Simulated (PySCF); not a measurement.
C₇H₄FN.
Atom-mapped SMILES: `[N:1]#[C:2][c:3]1[cH:4][cH:5][cH:6][cH:7][c:8]1[F:9]` (hydrogens: H10 on C4; H11 on C5; H12 on C6; H13 on C7)

The closed-shell ground state was solved at several levels (PySCF, density fitting, gas phase, non-relativistic). Geometry: PBE0-D3(BJ)/def2-SVP; no solvent, vibrations or thermal averaging.

```tsv
level	basis functions	HOMO (eV)	LUMO (eV)	gap (eV)	dipole (D)
B3LYP/pcJ-1	283	-7.66	-2.00	5.66	5.32
KT3/pcSseg-1	173	-6.80	-2.58	4.22	5.01
CAM-B3LYP/def2-SVPD	215	-9.12	-0.83	8.29	5.48
```

Task: Estimate the row for PBE0/pcSseg-1, a basis of 173 functions; the other rows only guide the guess.

Result: HOMO -7.90 eV, LUMO -1.85 eV, gap 6.05 eV, dipole 5.30 D.

Task: Over all these levels, which gives the widest orbital gap and which the narrowest?

Result: CAM-B3LYP/def2-SVPD (range-separated hybrid) has the widest, 8.29 eV, and KT3/pcSseg-1 (GGA) the narrowest, 4.22 eV. Functional and basis both differ between the two, so the spread mixes both effects.

Task: How far do the dipole and the HOMO energy spread over the levels?

Result: The dipole runs from 5.01 to 5.48 D (mean 5.28 D) and the HOMO from -9.12 to -6.80 eV.
